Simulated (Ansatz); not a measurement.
Basis sets compared for Be2Te2⁺. Charge 1, multiplicity 2. Geometry r2SCAN-D4/def2-TZVP. Ansatz on 4 threads of Arm Neoverse V1 on a shared host; times are rough, and most runs start from earlier orbitals.

```xyz
4

Be   -0.262   -0.498   -0.921
Be    0.262    0.498    0.921
Te    0.652   -1.746    0.758
Te   -0.653    1.746   -0.758
```

In the def2 sets Te takes a core potential; there is no spin–orbit coupling. The structure comes from a short search, and lower isomers may exist.

| level | functions | energy (Eh) | HOMO (eV) | LUMO (eV) | wall time |
| --- | --- | --- | --- | --- | --- |
| PBE-D4/def2-SVP | 70 | -565.2430 | -11.01 | -10.26 | 0.9 s |
| PBE0-D4/def2-SVP | 70 | -565.2859 | -12.08 | -9.65 | 1.4 s |

Q: Estimate the rows for PBE-D4/def2-TZVP (with forces), PBE0-D4/def2-TZVP.

A: 
| level | functions | energy (Eh) | HOMO (eV) | LUMO (eV) | wall time |
| --- | --- | --- | --- | --- | --- |
| PBE-D4/def2-TZVP (with forces) | 138 | -565.2951 | -10.98 | -10.22 | 2.2 s |
| PBE0-D4/def2-TZVP | 138 | -565.3380 | -12.03 | -9.60 | 2.5 s |
